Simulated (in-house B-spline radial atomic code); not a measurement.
## Zn IX (Zn8+): [Ar] 3d4

Level of theory: non-relativistic AM05, spin-polarised, spherical fractional occupations, point nucleus; calculated with an all-electron radial atomic-structure program (B-spline basis).

Z_r = [3n² - l(l+1)]/(2<r>); Z_e = n√(-2ε); the last column is Slater's effective charge. Values are occupation-weighted means over spin.

```json
{"shell": "1s", "electrons": "2", "ε (eV)": "-9585.1", "<r> (bohr)": "0.05117", "Z_r": "29.31", "Z_e": "26.54", "Slater": "29.70"}
{"shell": "2s", "electrons": "2", "ε (eV)": "-1331", "<r> (bohr)": "0.2298", "Z_r": "26.11", "Z_e": "19.78", "Slater": "25.85"}
{"shell": "2p", "electrons": "6", "ε (eV)": "-1197.5", "<r> (bohr)": "0.1997", "Z_r": "25.04", "Z_e": "18.76", "Slater": "25.85"}
{"shell": "3s", "electrons": "2", "ε (eV)": "-303.91", "<r> (bohr)": "0.6508", "Z_r": "20.74", "Z_e": "14.18", "Slater": "18.75"}
{"shell": "3p", "electrons": "6", "ε (eV)": "-260.39", "<r> (bohr)": "0.6553", "Z_r": "19.07", "Z_e": "13.12", "Slater": "18.75"}
{"shell": "3d", "electrons": "4", "ε (eV)": "-189.83", "<r> (bohr)": "0.6427", "Z_r": "16.34", "Z_e": "11.21", "Slater": "10.95"}
```

The least bound orbital is 3d up at -189.8 eV, while the most diffuse is 3p down (<r> = 0.6578 bohr against 0.6427 bohr): energy order and size order differ.
